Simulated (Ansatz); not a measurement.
Cartesian coordinates in Å:
```
Al 1.669 0.143 0.404
C -0.134 0.760 -0.181
Si -1.486 0.121 0.916
Ga 0.126 -0.449 -1.668
H 1.741 -0.866 1.627
H 2.943 0.894 -0.179
H -0.306 1.803 -0.453
H -1.437 -1.374 0.929
H -1.351 0.580 2.326
H -2.846 0.503 0.439
H -0.380 -0.856 -3.074
H 1.461 -1.258 -1.086
```

The species carries charge 0 and has multiplicity 1. The bonds changed during the relaxation, so this is another structure than the one it started from.

(1) List the PBE/def2-TZVPP orbital energies in eV (Ansatz). (An estimate is asked.)

Answers

(1) Computed: Occupied: -10094.43, -1779.51, -1506.17, -1234.35, -1094.08, -1093.97, -1093.94, -268.74, -144.11, -137.25, -106.45, -98.76, -98.47, -98.38, -93.98, -93.97, -93.97, -68.54, -68.35, -68.32, -20.81, -20.65, -20.60, -20.58, -20.47, -16.73, -12.76, -11.96, -10.20, -9.26, -8.52, -8.13, -8.04, -7.37, -6.83, -6.34. Lowest empty: -2.92, -1.55, -0.60, -0.18, 0.30, 0.47, 0.61, 1.03.
